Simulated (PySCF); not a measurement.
Compound: C₃H₇AlBrN.
Bonds: Al1–N2, N2–C3 (triple), C3–C4, C4–C5, C5–Br6. Hydrogens: H7, H8, H9 on Al1; H10, H11 on C4; H12, H13 on C5.
Bond orders are those of one Lewis drawing.

Method: PBE0-D3(BJ)/def2-SVP geometry optimisation, gas phase in PySCF; density fitting, grid level 1; the optimiser is geomeTRIC in internal coordinates, started from a GFN2-xTB structure with every atom displaced at random (about 0.01 Å).

Step 6: E = -81327.0306 eV
```
atom  x, y, z in Å  |  force x, y, z in eV/Å
Al1     3.1171   -0.7130    0.0900   -0.054   0.009  -0.062
N2      1.1880   -0.1781   -0.3733    0.065  -0.042   0.063
C3      0.1043    0.1209   -0.6235   -0.080   0.040  -0.112
C4     -1.2659    0.4969   -0.9453    0.165  -0.019   0.053
C5     -2.2029    0.2701    0.2355    0.009  -0.026   0.041
Br6    -4.0066    0.7538   -0.2450   -0.016   0.008  -0.004
H7      3.8291   -0.3134   -1.2905   -0.012   0.016   0.008
H8      3.3310    0.2577    1.3473    0.001  -0.014   0.016
H9      2.8885   -2.2775    0.3609   -0.016   0.020   0.028
H10    -1.5816   -0.0930   -1.8207   -0.019   0.006   0.002
H11    -1.2607    1.5569   -1.2471   -0.033  -0.009  -0.010
H12    -1.9177    0.8854    1.0981   -0.001   0.007  -0.006
H13    -2.2162   -0.7838    0.5416   -0.009   0.004  -0.016
```

Step 7: E = -81327.0320 eV
```
atom  x, y, z in Å  |  force x, y, z in eV/Å
Al1     3.0893   -0.7038    0.1020   -0.014   0.046  -0.009
N2      1.1892   -0.2084   -0.4442   -0.086  -0.028   0.025
C3      0.0985    0.0565   -0.7041    0.154   0.076   0.001
C4     -1.2781    0.4100   -0.9901   -0.179  -0.073   0.032
C5     -2.1425    0.3507    0.2682   -0.011   0.056  -0.018
Br6    -3.9682    0.8096   -0.1621    0.019  -0.002   0.000
H7      3.8852   -0.0033   -1.0960    0.032   0.004  -0.028
H8      3.1185    0.0206    1.5320   -0.003  -0.003   0.018
H9      2.9332   -2.2949    0.0761    0.013  -0.058   0.005
H10    -1.6645   -0.2843   -1.7536    0.016   0.005  -0.017
H11    -1.3007    1.4200   -1.4279    0.040   0.018  -0.016
H12    -1.7983    1.0666    1.0257    0.004  -0.023  -0.003
H13    -2.1553   -0.6561    0.7023    0.016  -0.019   0.011
```

Task: Estimate the geometry and energy of step 8. (The exact step hangs on the optimiser's Hessian estimate; all steps are aligned on step 7, rigid shifts and turns removed.)

Result: E = -81327.0337 eV, largest force 0.076 eV/Å
```
atom  x, y, z in Å  |  force x, y, z in eV/Å
Al1     3.0963   -0.7036    0.0983   -0.012   0.014  -0.018
N2      1.1838   -0.2171   -0.4228   -0.012  -0.035   0.025
C3      0.0946    0.0472   -0.6874    0.036   0.064  -0.020
C4     -1.2829    0.3960   -0.9868   -0.049  -0.037   0.012
C5     -2.1516    0.3683    0.2681   -0.005   0.015  -0.004
Br6    -3.9740    0.8204   -0.1787    0.008   0.000   0.001
H7      3.8778    0.0412   -1.0856    0.009   0.002  -0.004
H8      3.1227   -0.0246    1.5510   -0.001  -0.003   0.007
H9      2.9709   -2.2992    0.0228    0.005  -0.014   0.006
H10    -1.6640   -0.3130   -1.7393    0.006   0.002  -0.004
H11    -1.2941    1.3966   -1.4477    0.008   0.004  -0.006
H12    -1.8074    1.0993    1.0105    0.003  -0.007   0.002
H13    -2.1656   -0.6285    0.7258    0.003  -0.005   0.002
```

The energy changes by -0.0016 eV. The first-order estimate −F·Δx gives -0.0020 eV and the mean of the old and new forces, exact on a quadratic surface, -0.0013 eV. The step makes an angle of 87° with the force vector and moves no atom by more than 0.065 Å.

The cost below is that of the whole optimisation. The run took 2.6 min of wall time on one thread of an Arm Neoverse V1, shared host, and the process peaked at 0.56 GiB of memory.
